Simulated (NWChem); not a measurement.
System: BSiH4O3F; SMILES OB(O)O[SiH2]F

```xyz
10

Si    -0.2188    -1.3776    -0.4656
F      0.2107    -2.2097     0.8708
O      0.4919     0.1216    -0.4373
B      0.1026     1.3790     0.0406
O      1.0394     2.3683     0.1365
O     -1.1791     1.6846     0.4141
H     -1.7160    -1.2378    -0.4355
H      0.2828    -2.1166    -1.6588
H      1.9118     2.0357    -0.1364
H     -1.7993     0.9459     0.2933
```
Atoms are numbered in this order, from 1.

Program: NWChem. Coordinates come from a PBE-D3(BJ)/def2-SVP optimisation. Atomic charges in e: unrestrained fits to the electrostatic potential beside Mulliken populations; buried atoms are poorly determined by the fit.

**Question.** Predict the results for B3LYP/def2-SVP. Quantities: ESP Si1; Mulliken Si1; ESP F2; Mulliken F2; ESP O3; Mulliken O3; ESP B4; Mulliken B4; ESP O5; Mulliken O5; relative RMS misfit of the potential (%).

**Answer.** 
```json
{
 "ESP Si1": "0.90",
 "Mulliken Si1": "0.83",
 "ESP F2": "-0.32",
 "Mulliken F2": "-0.34",
 "ESP O3": "-0.60",
 "Mulliken O3": "-0.38",
 "ESP B4": "0.84",
 "Mulliken B4": "0.06",
 "ESP O5": "-0.63",
 "Mulliken O5": "-0.13",
 "relative RMS misfit of the potential (%)": "19"
}
```
